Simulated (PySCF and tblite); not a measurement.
The numbers below are computed, except where a source is named.
## Dynamics report: rotation

System: C₅H₄F₂N₂O, numbered as in [CH3:1][C:2](=[O:3])[NH:4][C:5]([C:6]#[N:7])=[C:8]([F:9])[F:10].

Motion: rotation about the C2–N4 bond (torsion C1–C2–N4–C5 from -180° to 0°, rising). Geometries: GFN2-xTB; energies: PBE0/pcSseg-1 + D3(BJ); zero-point and thermal terms from GFN2-xTB harmonic modes (soft modes blended into free rotors). Rates follow Eyring's equation with the number of equivalent paths and no tunnelling. Shieldings: GIAO at the same DFT level; methyl-like tops are averaged, other torsions stay as in the two minima; line shapes leave out couplings. Run with tblite and PySCF.

```
 point  symmetry  E(GFN2) kcal/mol  E(DFT) kcal/mol  ZPE change kcal/mol  lowest mode cm⁻¹  dipole D
 start        Cs               0.0              0.0                 0.00                39      6.51
saddle        C1              12.3             13.9                -0.65              121i      3.97
   end        Cs               0.3              0.5                 0.27                22      1.38
```

```json
{
  "Electronic barrier": "13.9 kcal/mol",
  "Barrier with zero-point energy": "13.3 kcal/mol",
  "ΔH‡ (298 K)": "12.9 kcal/mol",
  "ΔS‡ (298 K, symmetry apart)": "-2.8 cal/(mol K)",
  "Paths": "2 equivalent paths",
  "End point": "a different minimum",
  "Mean lifetime of the start against this motion at 298 K": "940 µs",
  "Cost": "5.4 min on 1 thread of Intel Xeon @ 2.50GHz (shared host) (rough), peak memory 0.91 GiB, launched as `OMP_NUM_THREADS=1 python ens_run.py task.json out`"
}
```

| T/K | ΔG‡ kcal/mol | k s⁻¹ | ΔG kcal/mol | k back s⁻¹ |
| --- | --- | --- | --- | --- |
| 150 | 13.4 | 1.6×10⁻⁷ | 0.8 | 2.6×10⁻⁶ |
| 200 | 13.5 | 0.014 | 0.9 | 0.12 |
| 250 | 13.6 | 13 | 0.9 | 76 |
| 298 | 13.7 | 1060 | 0.9 | 5000 |
| 350 | 13.9 | 3.2×10⁴ | 0.9 | 1.3×10⁵ |
| 400 | 14.0 | 3.8×10⁵ | 1.0 | 1.3×10⁶ |
| 500 | 14.2 | 1.2×10⁷ | 1.0 | 3.4×10⁷ |

ΔG and ΔG‡ leave out symmetry numbers and mirror images; rates count paths: 2 out, 2 back.

Sites that the motion interchanges:

| nucleus | site | ppm | scale |
| --- | --- | --- | --- |
| ¹⁹F | F9 (start) | -86.2 | δ against CFCl3 |
| ¹⁹F | F9 (end) | -80.1 | δ against CFCl3 |
| ¹⁹F | F10 (start) | -100.2 | δ against CFCl3 |
| ¹⁹F | F10 (end) | -98.8 | δ against CFCl3 |
| ¹³C | C6 (start) | 111.8 | δ against TMS |
| ¹³C | C6 (end) | 115.9 | δ against TMS |
| ¹³C | C2 (start) | 165.8 | δ against TMS |
| ¹³C | C2 (end) | 168.4 | δ against TMS |

```
nucleus                    sites  ¹H MHz  spread Hz  coalescence K  k there s⁻¹
    ¹⁹F    F9 (start) / F9 (end)      60        345            274          137
    ¹⁹F    F9 (start) / F9 (end)     500       2874            301         1300
    ¹⁹F    F9 (start) / F9 (end)     900       5174            309         2410
    ¹⁹F  F10 (start) / F10 (end)      60         80            258           29
    ¹⁹F  F10 (start) / F10 (end)     500        669            282          277
    ¹⁹F  F10 (start) / F10 (end)     900       1205            289          517
    ¹³C    C6 (start) / C6 (end)      60         62            255           22
    ¹³C    C6 (start) / C6 (end)     500        514            278          209
    ¹³C    C6 (start) / C6 (end)     900        925            286          393
    ¹³C    C2 (start) / C2 (end)      60         39            250           13
    ¹³C    C2 (start) / C2 (end)     500        324            273          129
    ¹³C    C2 (start) / C2 (end)     900        583            280          241
```

Barriers of amide-like rotations can come out several kcal/mol high at such levels.

Unscaled ¹⁹F and ¹⁵N shifts at such levels can be off by tens of ppm; differences are more reliable.
